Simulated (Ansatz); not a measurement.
Molecule: sum formula SiOCl2 (charge 0, singlet). 
Geometry from a B3LYP-D3(BJ)/def2-TZVP (Ansatz, a quantum-chemistry and plane-wave program) optimisation:
```xyz
4

Si    -0.3650    -0.3349    -0.0556
O     -1.4707    -1.3492    -0.2238
Cl    -0.4017     1.5671    -0.7259
Cl     1.3943    -0.6564     0.8770
```
Charge 0, spin multiplicity 1.

Wanted: vertical triplet-singlet gap (E(triplet) - E(singlet); each state is the SCF solution reached for its spin; for the triplet the Hartree-Fock reference is unstable and T1 is 0.022), in kcal/mol. Valence correlation only, unless marked. Open shells are spin-unrestricted. Spin-orbit coupling is left out. No relativistic terms. Basis-set limits of correlation are two-point, X^-3; Hartree-Fock from the larger set.

| level | program | vertical triplet-singlet gap (kcal/mol) |
|---|---|---|
| HF/aug-cc-pV(Q+d)Z | Ansatz | 87.2 |
| SVWN5/def2-TZVPD | Ansatz | 108.0 |
| PBE/def2-TZVPD | Ansatz | 105.2 |
| B3LYP/def2-TZVPD | Ansatz | 109.1 |
| CAM-B3LYP/def2-TZVPD | Ansatz | 112.4 |
| wB97M-V/def2-TZVPD | Ansatz | 114.6 |
| B2PLYP/def2-TZVPD | Ansatz | 117.0 |
| RI-MP2/CBS(aug-cc-pV(T+d)Z,aug-cc-pV(Q+d)Z) | Ansatz | 133.7 |
| CCSD/aug-cc-pV(D+d)Z | Ansatz | 118.3 |
